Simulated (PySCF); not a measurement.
Run record: geometry optimisation, `C=[CH][GeH2][NH][SiH3]`.

Computed with PBE0-D3(BJ)/def2-SVP geometry optimisation, gas phase (PySCF 2.14.0). Start geometry: GFN2-xTB. A driver script takes a list of jobs; this job's settings line and coordinates (Å) are shown.

Command:
```bash
OMP_NUM_THREADS=1 python probes_run.py task.json out
```

Input:
```
{"job": {"xc": "PBE0", "basis": "def2-SVP", "d3": "d3bj", "grid": 1, "shake": 0.01, "kind": "geom"}, "charge": 0, "multiplicity": 1}
C     -2.600590    -0.231390     0.639900
C     -1.424540     0.275750     0.894130
Ge    -0.393190     1.342920    -0.377290
N      1.063770     0.400330    -1.055470
Si     2.416410    -0.122660    -0.165840
H     -3.170750    -0.817430     1.332790
H     -3.107510     0.002040    -0.299780
H     -0.933060     0.054380     1.839660
H     -1.209320     1.757080    -1.537150
H      0.240290     2.545330     0.299270
H      0.758530    -0.229450    -1.790030
H      3.294210    -0.756570    -1.135070
H      2.077790    -1.054060     0.917260
H      2.980820     1.098680     0.429860
```

Problem. Give the output.

Solution. 
```
step   0  E = -2501.86582724  max force = 0.036673
step   1  E = -2501.87277120  max force = 0.007720
step   2  E = -2501.87343203  max force = 0.001872
step   3  E = -2501.87361340  max force = 0.001973
step   4  E = -2501.87373574  max force = 0.001183
step   5  E = -2501.87393015  max force = 0.002618
step   6  E = -2501.87404276  max force = 0.001900
step   7  E = -2501.87419972  max force = 0.001104
step   8  E = -2501.87431215  max force = 0.001068
step   9  E = -2501.87435038  max force = 0.000658
step  10  E = -2501.87437040  max force = 0.000317
step  11  E = -2501.87439486  max force = 0.000790
step  12  E = -2501.87441773  max force = 0.001183
step  13  E = -2501.87443974  max force = 0.001012
step  14  E = -2501.87444941  max force = 0.000402
optimisation converged
```

Energies in Eh; «max force» is the largest Cartesian gradient component in Eh/bohr.

Problem. How much energy does the optimisation release, in kcal/mol?

Solution. E(step 0) − E(last step) = 0.008622 Eh, which is 5.4 kcal/mol.

Problem. Give the first gradient maximum in eV/Å.

Solution. With 1 Eh/bohr = 51.422 eV/Å, 1.886 eV/Å.

Main results: final energy -2501.87445 Eh after 14 steps; dipole 1.51 D.

Problem. Give the final coordinates.

Solution. 0.506 Å rms from the input after alignment:
```
atom  x, y, z in Å
C1    -2.7956    0.2353    0.5555
C2    -1.5039    0.2995    0.8917
Ge3   -0.1640    1.0893   -0.2667
N4     1.1090   -0.1522   -0.7446
Si5    2.7721   -0.2356   -0.2637
H6    -3.5470   -0.2204    1.2107
H7    -3.1661    0.6387   -0.3945
H8    -1.1812   -0.1229    1.8518
H9    -0.8930    1.6108   -1.5251
H10    0.6134    2.2182    0.4329
H11    0.7346   -0.9598   -1.2354
H12    3.6308   -0.6895   -1.4034
H13    3.0391   -1.1759    0.8759
H14    3.1897    1.1321    0.1677
```

Problem. How long does this job take on one thread, Arm Neoverse V1 (aarch64) (shared host)? And the peak memory of the process?

Solution. About 2.3 min, with 0.59 GiB resident at the peak, the Python interpreter and its libraries included.
Labels such as C1 count atoms from 1, the log's own numbers from 0.
